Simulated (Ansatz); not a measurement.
The cluster Pd₂Au₄. Total charge 0; singlet. Geometry B3LYP-D4/def2-SVP.

| atom | x (Å) | y (Å) | z (Å) |
| --- | --- | --- | --- |
| Pd1 | -0.992 | -0.399 | 1.105 |
| Pd2 | -0.638 | 0.357 | -1.353 |
| Au3 | 1.826 | 0.809 | -2.270 |
| Au4 | 1.107 | -0.724 | 2.719 |
| Au5 | -3.043 | -0.084 | -0.464 |
| Au6 | 1.739 | 0.042 | 0.263 |

In the def2 sets Au, Pd take a core potential; there is no spin–orbit coupling. The restricted singlet is unstable towards broken spin symmetry at other levels; at PBE-D4/def2-SVP, revPBE-D4/def2-TZVP, BHLYP-D4/def2-TZVP, ωB97X-V/def2-TZVP this wasn't settled. At PBE-D4/def2-TZVP the restricted singlet is unstable: a solution with broken spin symmetry lies lower. No other spin state of charge 0 was run. The geometry of the singlet was relaxed on an unsound state (restricted singlet, unstable towards broken spin symmetry at other levels and untested here). Another isomer (singlet) lies 0.42 eV lower at PBE0-D4/def2-TZVP; other spin states weren't run for this one.

**Question.** Estimate the orbital energies around the gap (eV) in Ansatz with PBE-D4/def2-SVP, PBE-D4/def2-TZVP, revPBE-D4/def2-TZVP, BHLYP-D4/def2-TZVP, ωB97X-V/def2-TZVP.

**Answer.** 
| orbital | PBE-D4/def2-SVP | PBE-D4/def2-TZVP | revPBE-D4/def2-TZVP | BHLYP-D4/def2-TZVP | ωB97X-V/def2-TZVP |
| --- | --- | --- | --- | --- | --- |
| HOMO−13 | -6.95 | -6.95 | -6.85 | -9.42 | -10.33 |
| HOMO−12 | -6.82 | -6.81 | -6.72 | -9.30 | -10.26 |
| HOMO−11 | -6.68 | -6.66 | -6.57 | -9.30 | -10.24 |
| HOMO−10 | -6.59 | -6.60 | -6.48 | -9.20 | -10.21 |
| HOMO−9 | -6.53 | -6.52 | -6.43 | -9.08 | -10.10 |
| HOMO−8 | -6.48 | -6.49 | -6.37 | -8.81 | -9.70 |
| HOMO−7 | -6.34 | -6.34 | -6.24 | -8.66 | -9.55 |
| HOMO−6 | -5.90 | -5.90 | -5.79 | -8.62 | -9.51 |
| HOMO−5 | -5.83 | -5.83 | -5.73 | -8.44 | -9.44 |
| HOMO−4 | -5.83 | -5.82 | -5.72 | -8.41 | -9.31 |
| HOMO−3 | -5.75 | -5.75 | -5.64 | -8.38 | -9.31 |
| HOMO−2 | -5.63 | -5.63 | -5.52 | -7.92 | -9.09 |
| HOMO−1 | -5.48 | -5.48 | -5.37 | -7.57 | -8.73 |
| HOMO | -5.44 | -5.44 | -5.34 | -6.89 | -8.14 |
| LUMO | -5.38 | -5.39 | -5.27 | -3.68 | -2.69 |
| LUMO+1 | -3.69 | -3.74 | -3.62 | -2.06 | -1.03 |
| LUMO+2 | -3.08 | -3.17 | -3.04 | -1.50 | -0.55 |
| LUMO+3 | -2.61 | -2.69 | -2.56 | -1.08 | -0.09 |
| LUMO+4 | -1.82 | -1.89 | -1.77 | -0.67 | 0.27 |
| LUMO+5 | -0.89 | -1.08 | -0.99 | 0.32 | 1.27 |
